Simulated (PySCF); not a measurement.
Radial density of Ga (gallium, neutral)

B97-3, [Ar] 3d10 4s2 4p1, 2P determinant. Calculation: PySCF 2.14, in x2c-TZVPPall with one added diffuse shell each of s, p, d type (7s6p5d1f, 57 functions); scalar relativity by spin-free X2C-1e.

```
r (bohr)  4πr²ρ (e/bohr)  4πr²(ρα − ρβ)
0.000769          0.2374         0.0000
 0.00129          0.5916         0.0000
 0.00217           1.465         0.0000
 0.00366           3.518         0.0000
 0.00615           7.959         0.0000
  0.0104           16.32         0.0000
  0.0174           28.41         0.0002
  0.0293           37.60         0.0010
  0.0493           34.44         0.0045
  0.0828           31.14         0.0117
   0.139           43.23         0.0113
   0.234           31.31        -0.0061
   0.394           22.18         0.0152
   0.663           24.28         0.0053
    1.12           7.553         0.0291
    1.88           1.983         0.2602
    3.16          0.7525         0.2841
    5.31          0.1236         0.0906
    8.93        0.002754         0.0026
    15.0       2.663e-05         0.0000
```

Densities and radii are taken from the X2C orbitals without a picture-change correction, which distorts them close to the nucleus.

Problem. Where is the radial spin density 4πr²(ρα − ρβ) most negative, and why is it negative at all?

Solution. Around r = 0.234 bohr, down to -0.0061 e/bohr: exchange with the open shell polarises the paired shells in an unrestricted calculation.
